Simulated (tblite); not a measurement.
Compound: C6H6N (doublet state).
Geometry (GFN2-xTB, Å), atoms numbered from 1 in this order:
```
atom  x, y, z in Å
C1     2.3670    1.6360    1.0822
C2     1.7905    0.7479    0.5251
C3     0.9935   -0.3428   -0.1112
C4     0.0307   -0.8969    0.8887
C5    -1.2025   -0.5070    0.5968
C6    -1.2095    0.3059   -0.6599
N7     0.1375    0.1366   -1.1598
H8     1.7192   -1.0699   -0.4975
H9     0.3577   -1.4690    1.7363
H10   -2.1015   -0.7144    1.1467
H11   -1.4659    1.3552   -0.4455
H12   -1.9303   -0.0686   -1.3965
H13    0.5093    0.8875   -1.7231
```

Computed geometry: GFN2-xTB, gas phase. This method treats the open shell by occupation alone, without spin polarisation.

Masses are those of the commonest isotopes; rigid-rotor values at the optimised geometry. The values belong to one conformer with, in the numbering `[C:1]#[C:2][C@H:3]1[CH:4]=[CH:5][CH2:6][NH:7]1`, C2–C3–C4–C5 107°, C4–C5–C6–N7 9°, C5–C6–N7–C3 -18°, C2–C3–N7–C6 -99°.

Problem. Give the principal moments of inertia and the rotational constants in GHz.

Solution. Ia = 89.23, Ib = 217.73, Ic = 249.74 u·Å²; 505379 MHz·u·Å²/I gives 5664, 2321 and 2024 MHz, that is A = 5.6639, B = 2.3211, C = 2.0236 GHz.

Problem. What kind of rotor is it?

Solution. An asymmetric top: κ = (2 × 2321 − 5664 − 2024)/(5664 − 2024) = -0.84.

Problem. Is it planar, by Δ = Ic − Ia − Ib?

Solution. Not planar: Δ = Ic − Ia − Ib = -57.21 u·Å². For a rigid frame Δ = −2 Σ m c², so Σ m c² = 28.61 u·Å² lies off the ab plane: 7.08 from hydrogen and 21.53 from heavier atoms. The atom farthest from that plane is 1.83 Å away.

Problem. Give the other two planar moments, Paa and Pbb, and the rms extents of the mass along the axes.

Solution. Paa = Σ m a² = (Ib + Ic − Ia)/2 = 189.12 and Pbb = Σ m b² = (Ia + Ic − Ib)/2 = 60.62 u·Å². With the mass M = 92.05 u, the rms extents √(P/M) along a, b and c are 1.43, 0.81, 0.56 Å.

Problem. List the rotational levels J(Ka,Kc) to J = 5 (MHz).

Solution. Above 0(0,0):
J = 1: 1(0,1) 4345, 1(1,1) 7687, 1(1,0) 7985
J = 2: 2(0,2) 13015, 2(1,2) 16079, 2(1,1) 16972, 2(2,1) 27000, 2(2,0) 27019
J = 3: 3(0,3) 25974, 3(1,3) 28656, 3(1,2) 30440, 3(2,2) 40034, 3(2,1) 40129, 3(3,1) 57504, 3(3,0) 57504
J = 4: 4(0,4) 43167, 4(1,4) 45404, 4(1,3) 48374, 4(2,3) 57399, 4(2,2) 57678, 4(3,2) 74918, 4(3,1) 74924, 4(4,1) 99327, 4(4,0) 99327
J = 5: 5(0,5) 64532, 5(1,5) 66308, 5(1,4) 70750, 5(2,4) 79080, 5(2,3) 79718, 5(3,3) 96700, 5(3,2) 96721, 5(4,2) 121092, 5(4,1) 121093, 5(5,1) 152477, 5(5,0) 152477
The levels of one J sum to (2J + 1)J(J + 1)(A + B + C)/3.

For this open shell read J as N, the rotation without spin; fine and hyperfine splittings come on top. Its GFN2-xTB frequencies are all real (lowest 105 cm⁻¹). Zero-point vibration and centrifugal distortion are left out.
